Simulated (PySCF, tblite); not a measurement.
Isomers of C6H10SSi, one GFN2-xTB conformer each. Single-point energies are computed at PBE0/pcSseg-1 (PySCF, gas phase, no added dispersion term), electronic only.

**Question.** Rank them by PBE0/pcSseg-1 energy, lowest first (kcal/mol).
A. `[CH:1]#[C:2][SiH2:3]/[C:4]([CH3:5])=[CH:6]\[S:7][CH3:8]` with C2–Si3–C4–C5 -13°, C4–C6–S7–C8 -179°
B. `[CH:1]#[C:2][CH2:3][C@H:4]1[CH2:5][CH2:6][S:7][SiH2:8]1` with C2–C3–C4–C5 -62°, C3–C4–C5–C6 172°, C4–C5–C6–S7 -53°, C5–C6–S7–Si8 31°, C6–S7–Si8–C4 -5°

**Answer.** B (0.0), A (28.6).

As drawn, the higher has a C=C bond outside aromatic rings, which the lower lacks. GFN2-xTB itself gives, in the same order: 0.0, 46.4. Both levels put the same isomer lowest.

**Question.** Which frontier levels, dipoles and rotational constants go with these structures?

**Answer.** 
| SMILES | HOMO (eV, PBE0/pcSseg-1) | LUMO (eV) | dipole (D) | A, B, C (MHz) |
| --- | --- | --- | --- | --- |
| C#CC[C@H]1CCS[SiH2]1 | -6.66 | 0.23 | 2.40 | 2424, 984.1, 911.6 |
| C#C[SiH2]/C(C)=C\SC | -6.08 | -0.30 | 2.10 | 3643, 644.6, 558.6 |

**Question.** What happens when harmonic zero-point energies from GFN2-xTB frequencies are added?

**Answer.** 
| SMILES | ZPE (kcal/mol) | electronic (kcal/mol) | with ZPE (kcal/mol) |
| --- | --- | --- | --- |
| C#CC[C@H]1CCS[SiH2]1 | 86.5 | 0.0 | 0.0 |
| C#C[SiH2]/C(C)=C\SC | 82.5 | 28.6 | 24.7 |

The zero-point energies span 4.0 kcal/mol. The order is unchanged.
